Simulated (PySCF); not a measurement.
C3H9BO2, SMILES COCB(C)O.

Geometry optimised at r2SCAN-D4/def2-SVP. This is a generated structure with no PubChem entry under its InChIKey; it may be hypothetical. The values are those of a single conformer.

Computed with TDA-PBE/def2-SVPD in PySCF 2.14.0.

Vertical excitations. Isolated molecule, no solvent.

Q: List the lowest excited states. (An estimate is asked for; the answer gives what the named calculation found.)

A: 
```csv
state,energy (eV),λ (nm),f,main pairs
S1,5.16,240,0.003,"HOMO→LUMO 77 %, HOMO→LUMO+1 23 %"
S2,5.26,236,0.015,"HOMO→LUMO+1 77 %, HOMO→LUMO 23 %"
S3,6.12,203,0.030,HOMO→LUMO+2 100 %
S4,6.38,194,0.011,"HOMO→LUMO+3 49 %, HOMO−1→LUMO 38 %, HOMO−1→LUMO+1 13 %"
S5,6.39,194,0.011,"HOMO→LUMO+3 51 %, HOMO−1→LUMO 34 %, HOMO−1→LUMO+1 15 %"
S6,6.53,190,0.002,"HOMO−1→LUMO+1 71 %, HOMO−1→LUMO 27 %"
S7,6.87,181,0.001,HOMO→LUMO+4 98 %
S8,6.94,179,0.016,"HOMO−2→LUMO 79 %, HOMO−2→LUMO+1 19 %"
S9,7.01,177,0.004,"HOMO−2→LUMO+1 79 %, HOMO−2→LUMO 19 %"
S10,7.23,172,0.015,HOMO→LUMO+5 92 %
T1,5.10,243,0,"HOMO→LUMO 75 %, HOMO→LUMO+1 25 %"
T2,5.13,242,0,"HOMO→LUMO+1 75 %, HOMO→LUMO 25 %"
T3,6.00,207,0,HOMO→LUMO+2 94 %
T4,6.06,205,0,"HOMO−1→LUMO+1 55 %, HOMO−1→LUMO 37 %"
```
Triplets are in the Tamm–Dancoff approximation.
